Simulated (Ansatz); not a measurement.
`[SiH3][CH]1[NH][AlH]1` + `O[Si]Br` → `[SiH3]O[Si]Br` + `[CH2]1[NH][AlH]1` at 400 K and 1 bar (ligand exchange at the Si–C bond).

Calculated with Ansatz (gas phase, PBE0-D4/def2-TZVP geometries, no zero-point term in ΔE). CCSD(T)/CBS adds triple-zeta CCSD(T) − MP2 to the extrapolated MP2 energy (def2 sets, frozen cores). For Br outer-core shells are correlated without core-valence functions, which leaves a few kJ/mol of doubt a bond. Scalar relativity is left out up to krypton. One conformer a species, not always the lowest.

```
                species  CCSD(T)/CBS energy (Eh)  H − E (kJ/mol)  S (J/(mol·K))
`[SiH3][CH]1[NH][AlH]1`               -627.40419           196.0          361.2
              `O[Si]Br`              -2938.23569            59.0          308.9
        `[SiH3]O[Si]Br`              -3228.55316           110.8          381.1
     `[CH2]1[NH][AlH]1`               -337.12157           146.5          291.6
```

H − E and S are ideal-gas, rigid-rotor, harmonic terms from PBE0-D4/def2-TZVP, for one conformer and one mirror image of each species. 1 Eh = 2625.50 kJ/mol, R = 8.31446 J/(mol·K).

**Question.** By hand: ΔE, ΔH, ΔS and ΔG.

**Answer.** ΔE = (-3228.55316) + (-337.12157) − (-627.40419) − (-2938.23569) = -0.03485 Eh = -91.5 kJ/mol. Δ(H − E) = 110.8 + 146.5 − 196.0 − 59.0 = 2.3, so ΔH = -89.2 kJ/mol. ΔS = 381.1 + 291.6 − 361.2 − 308.9 = 2.6 J/(mol·K). ΔG = -89.2 − 400 × (2.6)/1000 = -90.2 kJ/mol.

**Question.** By hand: the equilibrium constant, and the temperature at which ΔG would vanish if ΔH and ΔS stayed fixed.

**Answer.** log₁₀ K = −ΔG/(RT ln 10) = 11.8. ΔH and −TΔS have one sign here, so there is no such temperature. One of them is within its doubt of zero, so this could turn.

The number of gas molecules stays the same, so ΔS is small and ΔH decides. A doubt of 5 kJ/mol in ΔE shifts log₁₀ K by 0.7 here. Other conformers and mirror images would add mixing entropy, several J/(mol·K) or more a flexible species. These are equilibria of isolated gas molecules and say nothing of rates. Largest T1 diagnostic: 0.015 (customary marks: 0.02 for closed shells, 0.045 for open ones).
